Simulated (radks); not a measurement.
Results of a calculation; reference values are marked as such.
Isoelectronic series with 25 electrons, all held in the configuration [Ar] 3d5 4s2, which need not be the ground one along the series. Level of theory: Dirac Kohn-Sham, BLYP, spin-unpolarised, spherical densities, point nucleus; open shells fill j = l - 1/2 first (a radial shooting solver on a logarithmic mesh with Libxc functionals). Total energies (hartree) and mean radii <r> (bohr):

| ion | E (hartree) | 4s1/2 | 3d5/2 |
|---|---|---|---|
| Mn | -1158.63501 | 3.094 | 1.229 |
| Co2+ | -1391.82605 | 2.227 | 0.9072 |
| Cu4+ | -1648.46626 | 1.796 | 0.7446 |
| Ga6+ | -1928.57351 | 1.522 | 0.6387 |
| As8+ | -2232.25301 | 1.328 | 0.5622 |
| Br10+ | -2559.65219 | 1.180 | 0.5034 |
| Rb12+ | -2910.94718 | 1.064 | 0.4565 |
| Nb16+ | -3686.04578 | 0.8903 | 0.3858 |
| Tc18+ | -4110.31359 | 0.8236 | 0.3584 |
| Rh20+ | -4559.40508 | 0.7661 | 0.3347 |
| Ag22+ | -5033.60575 | 0.7162 | 0.3140 |
| In24+ | -5533.22367 | 0.6722 | 0.2958 |
| Sb26+ | -6058.59058 | 0.6333 | 0.2797 |
| I28+ | -6610.06324 | 0.5984 | 0.2652 |
